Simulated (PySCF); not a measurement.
# Sc⁺: excitation energy

Sc⁺ [Ar] 3d1 4s1 (3D) → Sc⁺ [Ar] 4s1 5s1 (3S), as a difference of total energies. Calculation: PySCF 2.14, in aug-cc-pVQZ-DK (9s8p6d4f3g2h, 140 functions); the spin-free X2C one-electron Hamiltonian (Gaussian nucleus). Correlated levels: valence: [Ar] frozen. The calculations carry no spin-orbit coupling.

| method | excitation energy (cm⁻¹) |
| --- | --- |
| UHF | 73987 |
| LDA | 82788 |
| PBE | 82461 |
| PBE0 | 81660 |
| TPSS | 83295 |
| BLYP | 82774 |
| BHandHLYP | 81040 |
| MP2 (valence) | 73996 |
| SCS-MP2 (valence) | 73990 |

A first-order spin-orbit estimate (lowest level to lowest level, LS coupling) adds 0.017 eV.

The promoted electron is Rydberg-like, and one or two diffuse shells describe it only roughly, which tends to raise the upper state.
